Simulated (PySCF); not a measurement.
C4H7FSi, SMILES C=C/C=C\[SiH2]F.

Geometry optimised at B3LYP-D3(BJ)/def2-SVP. The structure was generated by enumeration; whether it is a known compound was not checked. Other conformers were not sampled.

Method: PySCF with B3LYP/def2-TZVP.

The molecule is in vacuum.

```yaml
total_energy: -546.13658 hartree
point_group: Cs
highest_occupied_level: -6.94 eV
lowest_empty_level: -1.78 eV
orbital_gap: 5.17 eV
dipole_moment: 2.35 D
quadrupole, principal values (traceless, Buckingham form, about the centre of nuclear charge): -3.26, -2.50, 5.77 D·Å
mean_static_polarisability: 78.7 bohr³ (11.65 Å³)
polarisability_principal_values: 51.0, 66.9, 118.0 bohr³
```
